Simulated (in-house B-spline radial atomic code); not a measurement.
A radial electron density 4πr²n(r) was computed for an atom or ion in its tabulated ground configuration with a B-spline radial code for spherical atoms; method: Dirac-Hartree-Fock, average of configuration. Columns: r (bohr), 4πr²n(r) (electrons per bohr), bar.

```
0.000641    2.987 #
0.000784    4.146 #
0.000959    5.727 ##
 0.00117    7.833 ###
 0.00144    10.78 ####
 0.00176    14.57 #####
 0.00215    19.46 #######
 0.00263    25.74 #########
 0.00322    33.56 ############
 0.00394    42.94 ###############
 0.00482     53.7 ###################
  0.0059    65.41 #######################
 0.00722     77.1 ###########################
 0.00883    87.39 ###############################
  0.0108    94.73 #################################
  0.0132    97.74 ##################################
  0.0162    95.99 ##################################
  0.0198    91.08 ################################
  0.0242    86.64 ###############################
  0.0296     87.4 ###############################
  0.0363    96.54 ##################################
  0.0444    111.5 #######################################
  0.0543    124.1 ############################################
  0.0664    124.7 ############################################
  0.0813    112.3 ########################################
  0.0995    98.65 ###################################
   0.122    98.73 ###################################
   0.149    110.3 #######################################
   0.182    112.3 ########################################
   0.223    90.82 ################################
   0.273    62.82 ######################
   0.334    54.25 ###################
   0.409    62.38 ######################
     0.5    63.12 ######################
   0.612     47.8 #################
   0.748     28.2 ##########
   0.916    14.27 #####
    1.12    6.653 ##
    1.37    2.573 #
    1.68   0.6726 
    2.05   0.1061 
    2.51 0.008071 
    3.07 0.0002635 
    3.76 2.953e-06
```

(1) Which atom or ion is it?
A. Yb10+
B. Lu11+
C. Yb11+
D. Yb12+

Answers

(1) C. The area under the curve, ∫4πr²n dr = ∫r·4πr²n d(ln r) on this logarithmic grid, is 59 electrons, which only this option has. The configuration is [Kr] 4d10 4f11 5s2.
